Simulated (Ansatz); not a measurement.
Correlation energies of CH$_{2}$FGaO by basis set

```xyz
6

F     0.533   -0.954    0.809
C    -0.206   -0.405   -0.253
O    -0.118    0.940   -0.235
Ga    0.806    2.007    0.955
H     0.223   -0.835   -1.167
H    -1.237   -0.753   -0.109
```

Charge 0, multiplicity 1. Correlated methods include outer-core shells of Ga, which these sets cover unevenly. Scalar relativity is left out up to krypton. The bonds changed during the relaxation, so this is another structure than the one it started from. The structure was optimised at the PBE0-D4/def2-TZVP level. Frozen core, restricted reference, Ansatz.

```csv
basis,HF (Eh),MP2 corr.,CCSD corr.,(T),CCSD(T) total
def2-SVP,-2136.19768,-0.69279,-0.70621,-0.01893,-2136.92282
def2-TZVPP,-2136.70929,-0.85099,-0.85888,-0.03255,-2137.60072
def2-QZVPP,-2136.75902,-1.15418,–,–,–
```
